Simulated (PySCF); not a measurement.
All of these have the formula C8H10S. Method used: TDDFT B3LYP/def2-SVPD, vertical, gas phase, core orbitals frozen in the response in PySCF. Geometries: PBE0-D3(BJ)/def2-SVP; one conformer of each isolated species. Triplets are in the Tamm–Dancoff approximation.

A. `c1cc(C)c(cc1C)S`
B. `C=C1C=C(C)/C1=C/SC`
C. `Cc1ccc(S)cc1C`

Lowest singlet levels (six at most, fewer where fewer were computed) with oscillator strengths:

1. 267 nm (f 0.013); 258 nm (f 0.002); 243 nm (f 0.266); 224 nm (f 0.013); 218 nm (f 0.000); 206 nm (f 0.104); T1 3.71 eV
2. 315 nm (f 0.048); 274 nm (f 0.151); 258 nm (f 0.185); 257 nm (f 0.089); 248 nm (f 0.000); 226 nm (f 0.009); T1 2.74 eV
3. 258 nm (f 0.008); 247 nm (f 0.112); 231 nm (f 0.025); 219 nm (f 0.016); 215 nm (f 0.118); 209 nm (f 0.104)

Question: Which spectrum belongs to which structure?

Answer: 1 = C, 2 = B, 3 = A.
- A: S1 at 4.81 eV, HOMO→LUMO+1 (63%), HOMO-1→LUMO (21%), HOMO→LUMO (11%); Löwdin shares by element: HOMO sulfur 39%, carbon 37% or more (atoms not listed hold the other 24%); LUMO carbon 64% or more (atoms not listed hold the other 36%); HOMO -6.21 and LUMO -0.62 eV.
- B: S1 at 3.93 eV, HOMO→LUMO (70%), HOMO→LUMO+1 (29%); Löwdin shares by element: HOMO carbon 44% or more, sulfur 35% (atoms not listed hold the other 20%); LUMO carbon 68% or more (atoms not listed hold the other 32%); HOMO -5.47 and LUMO -0.94 eV.
- C: S1 at 4.65 eV, HOMO→LUMO (84%), HOMO-1→LUMO+1 (13%); Löwdin shares by element: HOMO carbon 37% or more, sulfur 37% (atoms not listed hold the other 26%); LUMO carbon 69% or more (atoms not listed hold the other 31%); HOMO -5.93 and LUMO -0.49 eV; point group Cs, 1 of its 6 listed states under f = 0.0005.
